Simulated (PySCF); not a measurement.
C₆H₉F.
Bonds: C1–C2, C2–C3, C2–C4 (double), C4–C5 (double), C5–C6, C5–F7. Hydrogens: H8, H9, H10 on C1; H11, H12, H13 on C3; H14, H15, H16 on C6.

Method: PBE0-D3(BJ)/def2-SVP geometry optimisation, gas phase (PySCF 2.14.0); density fitting, grid level 2; the optimiser is geomeTRIC in internal coordinates, started from a GFN2-xTB structure.

Step 0: E = -9067.4733 eV
```
atom  x, y, z in Å  |  force x, y, z in eV/Å
C1     -2.2777    1.7226    0.6469    0.382  -0.275  -0.058
C2     -1.4420    0.4746    0.6609   -0.788   0.010   0.284
C3     -2.1503   -0.7814    1.0814    0.359   0.278  -0.159
C4     -0.1794    0.4828    0.3438    0.067  -0.013  -0.097
C5      1.0802    0.4889    0.0307    0.994  -0.063  -0.692
C6      2.2432    0.7021    0.9426   -0.514  -0.105  -0.469
F7      1.4638    0.2838   -1.2695   -0.106   0.101   0.647
H8     -2.6829    1.9090    1.6411   -0.222   0.104   0.375
H9     -1.6917    2.5832    0.3361    0.158   0.347  -0.106
H10    -3.1149    1.5988   -0.0392   -0.381  -0.007  -0.240
H11    -2.9848   -0.9763    0.4092   -0.387  -0.118  -0.226
H12    -1.4775   -1.6343    1.0653    0.194  -0.350   0.011
H13    -2.5498   -0.6637    2.0881   -0.219   0.011   0.398
H14     2.8987   -0.1678    0.9123    0.285  -0.302   0.023
H15     2.8157    1.5690    0.6138    0.254   0.317  -0.087
H16     1.8954    0.8604    1.9586   -0.075   0.063   0.398
```

Step 1: E = -9067.5199 eV
```
atom  x, y, z in Å  |  force x, y, z in eV/Å
C1     -2.2766    1.7279    0.6479   -0.065   0.055   0.030
C2     -1.4477    0.4748    0.6611    0.045  -0.006  -0.065
C3     -2.1498   -0.7849    1.0831   -0.059  -0.049   0.044
C4     -0.1798    0.4768    0.3104    0.008   0.004   0.000
C5      1.0955    0.4833    0.0065   -0.031   0.002   0.185
C6      2.2367    0.7036    0.9353    0.072   0.007   0.049
F7      1.5070    0.2700   -1.2565    0.021  -0.011  -0.199
H8     -2.6924    1.9220    1.6523    0.005   0.001  -0.034
H9     -1.6935    2.6035    0.3343   -0.002  -0.013   0.001
H10    -3.1358    1.6148   -0.0360    0.025  -0.001   0.021
H11    -3.0100   -0.9843    0.4205    0.025   0.005   0.023
H12    -1.4810   -1.6551    1.0585   -0.005   0.011   0.001
H13    -2.5528   -0.6777    2.1054    0.006  -0.004  -0.031
H14     2.9162   -0.1652    0.9142   -0.021   0.028   0.003
H15     2.8216    1.5844    0.6202   -0.018  -0.026   0.007
H16     1.8883    0.8579    1.9649   -0.005  -0.002  -0.034
```

**Question.** Estimate the geometry and energy of step 2. (The exact step hangs on the optimiser's Hessian estimate; all steps are aligned on step 1, rigid shifts and turns removed.)

**Answer.** E = -9067.5210 eV, largest force 0.062 eV/Å
```
atom  x, y, z in Å  |  force x, y, z in eV/Å
C1     -2.2784    1.7272    0.6467    0.003   0.019   0.009
C2     -1.4465    0.4739    0.6589   -0.004  -0.007  -0.014
C3     -2.1519   -0.7846    1.0853    0.001  -0.014   0.001
C4     -0.1776    0.4763    0.3108   -0.007  -0.002   0.012
C5      1.0979    0.4837    0.0072   -0.011   0.015   0.059
C6      2.2410    0.7015    0.9363    0.010  -0.003  -0.014
F7      1.5048    0.2817   -1.2634    0.007  -0.005  -0.039
H8     -2.6950    1.9222    1.6494    0.003  -0.003  -0.003
H9     -1.6960    2.6025    0.3320    0.001   0.000  -0.003
H10    -3.1363    1.6121   -0.0369    0.004  -0.004  -0.002
H11    -3.0108   -0.9854    0.4231    0.002   0.001  -0.001
H12    -1.4842   -1.6554    1.0648    0.002  -0.001   0.000
H13    -2.5563   -0.6736    2.1057    0.004   0.006  -0.003
H14     2.9212   -0.1654    0.9122   -0.004   0.001   0.002
H15     2.8235    1.5839    0.6251   -0.003  -0.002  -0.002
H16     1.8906    0.8511    1.9650   -0.009   0.000  -0.003
```

The energy changes by -0.0011 eV. The first-order estimate −F·Δx gives -0.0020 eV and the mean of the old and new forces, exact on a quadratic surface, -0.0011 eV. The step makes an angle of 74° with the force vector and moves no atom by more than 0.014 Å.

The cost below is that of the whole optimisation. The run took 30 s of wall time on one thread, Arm Neoverse V2 (aarch64), no GPU, shared host with 96 logical CPUs at a one-minute load of 28, and the process peaked at 0.71 GiB of memory.
